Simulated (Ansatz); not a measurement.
```yaml
crystal:
  periodic: [false, false, false]
  atoms:
    - {symbol: F, position_ang: [-0.709290, -0.136574, -2.084727]}
    - {symbol: C, position_ang: [-1.499795, -0.019585, -1.013941]}
    - {symbol: F, position_ang: [-2.664054, 0.499422, -1.413132]}
    - {symbol: F, position_ang: [-1.731693, -1.252007, -0.553038]}
    - {symbol: C, position_ang: [-0.876420, 0.866099, 0.047093]}
    - {symbol: O, position_ang: [0.327579, 0.347651, 0.472569]}
    - {symbol: Hf, position_ang: [1.957426, -0.556396, 0.899342]}
    - {symbol: F, position_ang: [1.593347, -2.305864, 1.553957]}
    - {symbol: F, position_ang: [3.070518, -0.677039, -0.639570]}
    - {symbol: F, position_ang: [2.866607, 0.434895, 2.247626]}
    - {symbol: H, position_ang: [-1.589219, 0.938731, 0.874690]}
    - {symbol: H, position_ang: [-0.745015, 1.860675, -0.390879]}
basis:
  gaussian: {orbitals: def2-SVPD, final_grid: {core_spheres: 8, valence_spheres: 7, degree: 23}}
hamiltonian: {xc: {name: revPBE}, dispersion: d3bj}
output: {forces: true}
```

```sh
$ ansatz run in.yaml --threads 2 --pin off --events-out ev --progress --plain --max-ram 22528MiB --backend cpu
```

It prints (some lines left out):

```
Functional definition: revPBE
2081 factors; their error is unknown
mean field evaluation 1: about -21736.2832 eV, gradient 9.4e1 eV
mean field evaluation 2: about -21620.5340 eV, gradient 2.7e2 eV
mean field evaluation 4: about -21750.2545 eV, gradient 2.1e1 eV
mean field evaluation 8: about -21750.9684 eV, gradient 1.7e-1 eV
mean field evaluation 16: about -21750.8341 eV, gradient 3.1e-3 eV
mean field -21750.83405667 eV, -799.3284083378 hartree, gradient 1.3e-5 eV, S^2 0.000000; 0 other end points of the search recorded, 0 dependent functions left out
reference -21750.83412590 eV, -799.3284108818 hartree; 44, 44 occupied and 208, 208 virtual orbitals, 2081 factors
Total energy: -21751.39690603 eV, -799.3490926703 hartree
Atom 0 at    -0.709290    -0.136574    -2.084727 Å, force     0.771640    -0.069319    -0.976008 eV/Å
Atom 1 at    -1.499795    -0.019585    -1.013941 Å, force     0.151001     0.279743     0.304705 eV/Å
Atom 2 at    -2.664054     0.499422    -1.413132 Å, force    -1.095334     0.522800    -0.350448 eV/Å
Atom 3 at    -1.731693    -1.252007    -0.553038 Å, force    -0.201729    -1.130998     0.482343 eV/Å
Atom 4 at    -0.876420     0.866099     0.047093 Å, force     0.045426     0.056989     0.071709 eV/Å
Atom 5 at     0.327579     0.347651     0.472569 Å, force    -0.062237     0.156561     0.072902 eV/Å
Atom 6 at     1.957426    -0.556396     0.899342 Å, force    -0.118654     0.077399    -0.022099 eV/Å
Atom 7 at     1.593347    -2.305864     1.553957 Å, force    -0.194878    -0.881283     0.320452 eV/Å
Atom 8 at     3.070518    -0.677039    -0.639570 Å, force     0.547289    -0.060670    -0.781290 eV/Å
Atom 9 at     2.866607     0.434895     2.247626 Å, force     0.444227     0.500262     0.669735 eV/Å
Atom 10 at    -1.589219     0.938731     0.874690 Å, force    -0.336373     0.063553     0.393604 eV/Å
Atom 11 at    -0.745015     1.860675    -0.390879 Å, force     0.049623     0.484963    -0.185606 eV/Å
Dipole moment:    -0.245608     0.399175     0.127277 e Å
```

Hardware: 2 threads of an AMD EPYC 7R13 on a shared host. Wall time 6 s, peak host memory 0.71 GiB.
